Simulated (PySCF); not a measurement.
A PySCF script (with the pyscf-properties extension) for the NMR shieldings of SMILES [SiH2]1C[SiH2]N([SiH2]N=C)[SiH2]1, C₂H₁₂N₂Si₄, on a GFN2-xTB geometry:

```python
import basis_set_exchange as bse
import numpy as np
from pyscf import gto, dft
from pyscf.prop import nmr

atoms = """
C     3.142036   -0.675670    1.893013
N     2.616842   -0.425767    0.792060
Si    1.556542   -1.324920   -0.228530
N     0.147086   -0.329424   -0.407288
Si   -0.275182    0.822462    0.831307
C    -2.068055    1.352174    0.477514
Si   -2.538231    0.909584   -1.318825
Si   -0.801820   -0.490924   -1.873406
H     3.787014    0.067126    2.359349
H     3.012315   -1.606584    2.453527
H     1.119554   -2.645770    0.254113
H     2.305006   -1.423660   -1.479715
H     0.638657    1.970790    0.783243
H    -0.191776    0.160893    2.140934
H    -2.185251    2.413516    0.682798
H    -2.731304    0.844301    1.175548
H    -2.642376    2.127939   -2.134544
H    -3.889088    0.323290   -1.351022
H    -1.077700   -1.928090   -2.048979
H     0.070583   -0.130589   -3.004133
"""
names = dict.fromkeys(["C", "N", "Si", "H"], "pcSseg-1")
basis = {el: gto.basis.parse(bse.get_basis(n, elements=[el], fmt="nwchem")) for el, n in names.items()}
mol = gto.M(atom=atoms, basis=basis, charge=0, verbose=0)
mf = dft.RKS(mol, xc="PBE0")
mf.grids.level = 2
mf.grids.alignment = dft.numint.BLKSIZE   # the property module wants whole blocks of grid points
mf.conv_tol = 1e-9
mf.kernel()

calc = nmr.RKS(mf)   # GIAO
C = mf.mo_coeff
Co = C[:, mf.mo_occ > 0]
resp = mf.gen_response(singlet=True, hermi=2)
def vind(x):   # induced exchange potential for any number of trial vectors
    d = np.einsum("pi,xij,qj->xpq", C, 2 * x.reshape(-1, C.shape[1], Co.shape[1]), Co, optimize=True)
    return np.einsum("xpq,pi,qj->xij", resp(d - d.transpose(0, 2, 1)), C, Co, optimize=True).ravel()
mo1, _ = nmr.rhf.solve_mo1(calc, with_cphf=vind)
sigma = calc.kernel(mo1)
for i, s in enumerate(sigma):   # ppm
    print("%2d %-2s %9.2f" % (i, mol.atom_pure_symbol(i), np.trace(s) / 3))
```

**Question.** What are the results?

**Answer.** 
```
 0 C      12.03
 1 N    -155.95
 2 Si    381.51
 3 N     254.88
 4 Si    366.81
 5 C     200.28
 6 Si    423.17
 7 Si    394.50
 8 H      22.93
 9 H      22.78
10 H      26.29
11 H      26.12
12 H      26.77
13 H      26.90
14 H      31.57
15 H      31.49
16 H      27.49
17 H      27.50
18 H      26.68
19 H      26.60
```

These numbers come from an equivalent density-fitted implementation of the same equations, which agrees with the script to about 0.01 ppm for H and up to a few tenths of a ppm for heavy atoms, so last digits may differ.

Size and cost of the density-fitted run: 224 basis functions, 56 s wall time on 1 thread of an Arm Neoverse V1, shared host; peak memory 0.98 GiB.
